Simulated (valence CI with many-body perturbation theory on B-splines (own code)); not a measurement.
The numbers below are computed, except where a source is named.
Ta LIII: what each term of the Hamiltonian does

Level of theory: valence CI with perturbative core correlation (CI+MBPT): three valence electrons over a frozen Dirac-Fock core [Ar], a basis of 9 s, 9 p, 10 d, 8 f, 5 g, 3 h, 1 i functions for each j, with the one-electron correlation potential Σ1, the two-electron term Σ2, the three-electron term Σ3, Breit, model QED; selected CI, second order for the rest (own B-spline code, finite nucleus).

No measured spectrum was set against this ion. As an estimate, large intervals hold to a few tenths of a per cent, small ones and those within an open d or f shell to about a per cent. The list stops below the first excitations out of the core. Only levels of the ground parity were solved; by the run's estimate the other parity begins above the list, which can be wrong where configurations are misplaced.

Each rung adds one term. CI alone is the Dirac-Coulomb CI over the frozen core; QED comes last and gives the full result, which names the levels. Energies are above (3d3/2^3) J=3/2 on the same rung, in cm⁻¹.

Levels are named by their leading jj configuration (3d3/2^4 stands for four electrons in 3d with j = 3/2), which in mixed levels can hold well under half, so a name can repeat and another be missing. Letters in brackets count levels of one name in rising energy.

| Level | CI alone | + Σ1 | + Σ2 | + Σ3 | + Breit | Full |
| --- | --- | --- | --- | --- | --- | --- |
| (3d3/2^2 3d5/2) J=5/2 [a] | 500099 | 502147 | 506054 | 506206 | 491553 | 493060 |
| (3d3/2^2 3d5/2) J=3/2 | 550415 | 552457 | 552946 | 554109 | 541929 | 543412 |
| (3d3/2^2 3d5/2) J=9/2 | 591418 | 593504 | 597410 | 597290 | 570941 | 572445 |
| (3d3/2^2 3d5/2) J=7/2 | 589195 | 591318 | 593790 | 593790 | 571201 | 572735 |
| (3d3/2^2 3d5/2) J=1/2 | 596590 | 598667 | 596937 | 598414 | 584261 | 585757 |
| (3d3/2^2 3d5/2) J=5/2 [b] | 783552 | 785805 | 781952 | 782396 | 768371 | 769947 |
| (3d3/2 3d5/2^2) J=7/2 [a] | 1073030 | 1077140 | 1083030 | 1083190 | 1052560 | 1055560 |
| (3d3/2 3d5/2^2) J=9/2 | 1115650 | 1119800 | 1126060 | 1126400 | 1088690 | 1091720 |
| (3d3/2 3d5/2^2) J=3/2 [a] | 1149680 | 1153830 | 1155230 | 1155060 | 1130280 | 1133280 |
| (3d3/2 3d5/2^2) J=1/2 | 1174940 | 1179110 | 1178730 | 1180450 | 1153530 | 1156550 |
| (3d3/2 3d5/2^2) J=11/2 | 1197630 | 1201820 | 1207890 | 1208250 | 1164350 | 1167370 |
| (3d3/2 3d5/2^2) J=5/2 [a] | 1190260 | 1194370 | 1194130 | 1194080 | 1167040 | 1170000 |
| (3d3/2 3d5/2^2) J=5/2 [b] | 1262210 | 1266470 | 1265340 | 1265170 | 1235190 | 1238240 |
| (3d3/2 3d5/2^2) J=7/2 [b] | 1269990 | 1274190 | 1273420 | 1274080 | 1239810 | 1242810 |
| (3d3/2 3d5/2^2) J=3/2 [b] | 1421420 | 1425780 | 1420960 | 1421560 | 1397970 | 1401050 |
| (3d5/2^3) J=9/2 | 1683590 | 1689810 | 1697120 | 1697000 | 1648970 | 1653490 |
| (3d5/2^3) J=3/2 | 1794000 | 1800230 | 1799510 | 1800330 | 1761280 | 1765770 |

Q: How does the ionisation energy move along the ladder, and which term matters most?

A: CI alone 4874.3, + Σ1 4876.9, + Σ2 4883.0, + Σ3 4883.1, + Breit 4878.5, + QED 4878.8 eV. The largest step is Σ2, 6.1 eV. NIST lists 4877 ± 4 eV (theoretical).
